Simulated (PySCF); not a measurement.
# Steps of a relaxation of [La(SH)2]+

[La(SH)2]+ (singlet). PySCF 2.14.0, RKS PBE0, La def2-SVP with ECP46, S def2-SVP, H def2-SVP; non-relativistic Hamiltonian with scalar-relativistic core potentials where named; density fitting; no spin-orbit coupling. Origin of the start: template. Columns: position (Å) and force (eV/Å). Energies are counted from the last step; some of the 10 steps are shown. Forces carry noise of the integration grid, about 0.01 to 0.03 eV/Å.

Run from Python with OMP_NUM_THREADS=2. Where DIIS fails, smearing, a level shift and second-order steps follow.
It took 12 s on 2 threads of AMD EPYC 9R45 96-Core Processor (Zen 5), on a shared host, from the converged density of the start.

```xyz
5
step 0  E = 0.636 eV
La    0.0000    0.0000   -0.3599     0.00    0.00    0.60
S     2.5667    0.0000    0.7888    -1.66    0.11    0.10
H     3.3808   -0.3365   -0.2226     0.06   -0.09   -0.40
S    -2.5667    0.0000    0.7888     1.66   -0.11    0.10
H    -3.3808    0.3365   -0.2226    -0.06    0.09   -0.40
```

```xyz
5
step 3  E = 0.059 eV
La    0.0000    0.0000   -0.5957     0.00    0.00   -0.40
S     2.1851   -0.0722    0.8326     0.26   -0.07   -0.02
H     3.1249   -0.2561   -0.1485    -0.32    0.07    0.22
S    -2.1851    0.0722    0.8326    -0.26    0.07   -0.02
H    -3.1249    0.2561   -0.1485     0.32   -0.07    0.22
```

```xyz
5
step 6  E = 0.002 eV
La    0.0000    0.0000   -0.8316     0.00    0.00   -0.01
S     1.9754   -0.0851    0.8682    -0.10    0.01    0.12
H     2.9415   -0.2270   -0.0661     0.12   -0.01   -0.12
S    -1.9754    0.0851    0.8682     0.10   -0.01    0.12
H    -2.9415    0.2270   -0.0661    -0.12    0.01   -0.12
```

Q: Where does the relaxation end?

A: It converges at step 9 in C2v:
```xyz
5
step 9  E = 0
La    0.0000    0.0000   -0.8236
S     1.9780   -0.1138    0.8737
H     2.9457   -0.2082   -0.0756
S    -1.9780    0.1138    0.8737
H    -2.9457    0.2082   -0.0756
```

Q: How did the contacts change?

A: 
| contact | start (Å) | end (Å) |
| --- | --- | --- |
| La1–S2 (SH) | 2.812 | 2.609 |
| La1–S4 (SH) | 2.812 | 2.609 |
